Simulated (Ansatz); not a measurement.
Calculated with Ansatz (gas phase, PBE0-D4/def2-TZVP geometries, no zero-point term in ΔE). CCSD(T)/CBS is the MP2 limit (def2-TZVPP, def2-QZVPP) plus CCSD(T) − MP2 in def2-TZVPP, frozen cores. DFT in def2-TZVPP. def2 core potentials past Kr. For In outer-core shells are correlated without core-valence functions, which leaves a few kJ/mol of doubt a bond. Each species was taken in one conformer, which may not be the lowest.

Consider the ligand exchange at the Si–O bond: `[OH][In]([Cl])[O][SiH3]` + `CC#CS` → `CC#CS[SiH3]` + `[OH][In]([OH])[Cl]`.

**Question.** Is it downhill or uphill in electronic energy at CCSD(T)/CBS, and by how much? (An estimate is asked.)

**Answer.** Computed: Uphill: ΔE = +9.6 kcal/mol.

**Question.** What do these levels give: PBE-D4, r2SCAN-D4, PBE0-D4, ωB97X-V, B2PLYP, r2SCAN, PBE0, MP2/def2-TZVPP, CCSD(T)/def2-TZVPP, HF/def2-QZVPP, MP2/def2-QZVPP, HF/CBS(def2)? (An estimate is asked.)

**Answer.** The calculation gave: PBE-D4 4.8, r2SCAN-D4 8.0, PBE0-D4 6.5, ωB97X-V 9.3, B2PLYP 9.7, r2SCAN 8.1, PBE0 6.8, MP2/def2-TZVPP 8.9, CCSD(T)/def2-TZVPP 10.0, HF/def2-QZVPP 15.0, MP2/def2-QZVPP 8.8, HF/CBS(def2) 15.1 kcal/mol.

Largest T1 diagnostic among the species: 0.016.

From PBE to PBE0 (25 % exact exchange), in def2-TZVPP and without D4, ΔE moves by +1.6 kcal/mol. In def2-TZVPP, CCSD(T) changes the Hartree–Fock value by −4.5 kcal/mol (the triples alone add −0.9 kcal/mol) and MP2 by −5.6 kcal/mol.
